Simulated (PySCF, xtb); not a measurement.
B(H)(OH)(OMe) (CH₅BO₂), SMILES COBO.

Geometry: PBE0-D3(BJ)/def2-SVP. Other conformers were not sampled.

Calculation: IEF-PCM-B3LYP/def2-SVP (PySCF).

The values are the electrostatic part of the solvation free energy, E(continuum) − E(gas) at the gas-phase geometry, in a cavity of scaled van der Waals radii (PySCF's table); cavitation and dispersion terms are not included. In vacuum the orbital gap is 9.23 eV. The dipole moment in vacuum is 1.37 D.

Estimate the values in water (ε = 78.36), 1-octanol (ε = 9.86), N,N-dimethylformamide (ε = 37.22). (Estimate from the structure and the level; the computed values follow.)


| solvent | ε | ΔG(elec) (kcal/mol) | dipole (D) | gap (eV) |
|---|---|---|---|---|
| water | 78.36 | -4.4 | 1.63 | 9.22 |
| 1-octanol | 9.86 | -3.8 | 1.60 | 9.22 |
| N,N-dimethylformamide | 37.22 | -4.3 | 1.63 | 9.22 |

For comparison, GFN2-xTB/ALPB(water) (xtb, at the GFN2-xTB geometry, all terms of that model) gives -5.8 kcal/mol.
